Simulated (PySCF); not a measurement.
## Sn⁺: ionisation energy

Sn⁺ [Kr] 4d10 5s2 5p1 (2P) → Sn²⁺ [Kr] 4d10 5s2 (1S), as a difference of total energies. Calculation: PySCF 2.14, in aug-cc-pVQZ-PP with ECP28MDF (7s7p5d3f2g, 92 functions); scalar relativity through the core potential. Correlated levels: valence: 4s2 4p6 4d10 frozen. The calculations carry no spin-orbit coupling.

Question: Order these methods by the ionisation energy they give, lowest first.
A. UHF
B. SCS-MP2 (valence)
C. wB97X-V
D. r2SCAN

Answer: A (13.755 eV), B (13.981 eV), C (14.155 eV), D (14.389 eV).

Errors of the correlated levels include the incompleteness of this basis and the frozen core.

For comparison: 14.282 eV (measured; NIST levels, between the centres of gravity of the two terms).
